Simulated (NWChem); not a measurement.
Species: CH₃F₃Sn; SMILES [CH3][Sn]([F])([F])[F]

```xyz
8

C     -0.0026    -2.1513    -0.0018
Sn    -0.0001    -0.0108     0.0000
F      1.7503     0.7716     0.3259
F     -1.1552     0.7749     1.3529
F     -0.5920     0.7771    -1.6766
H     -0.3541    -2.4874    -0.9940
H     -0.6864    -2.4883     0.7980
H      1.0317    -2.4896     0.1897
```
Atoms are numbered in this order, from 1.

Program: NWChem. Medium grid unless said otherwise, to which SCAN and Minnesota functionals are sensitive. Coordinates come from a PBE-D3(BJ)/def2-SVP optimisation. def2 effective core potentials on Sn; no spin-orbit coupling. Total energies of different functionals are on different scales.

```
level                                                               energy (Ha)  highest occupied level (eV)  orbital gap (eV)  dipole (D)
------------------------------------------------------------------  -----------  ---------------------------  ----------------  ----------
B3LYP/def2-SVP                                                        -553.6194                        -9.71              7.37        4.73
PBE/def2-SVP                                                          -553.2100                        -8.34              5.38        4.48
BP86/def2-SVP                                                         -553.6633                          ___              5.38        4.52
M05-2X/def2-SVP                                                       -553.4482                       -11.52             10.69        4.97
Hartree-Fock/def2-SVP                                                 -551.0812                       -13.55             15.29        5.25
LC-wPBE (HJS exchange hole, range parameter 0.4 per bohr)/def2-SVP    -553.3757                       -12.68             13.05        4.66
BHandHLYP/def2-SVP                                                    -553.3363                       -11.44             10.36        5.00
```

### Question
Complete the blanks.

### Answer

- BP86/def2-SVP, highest occupied level (eV): -8.45
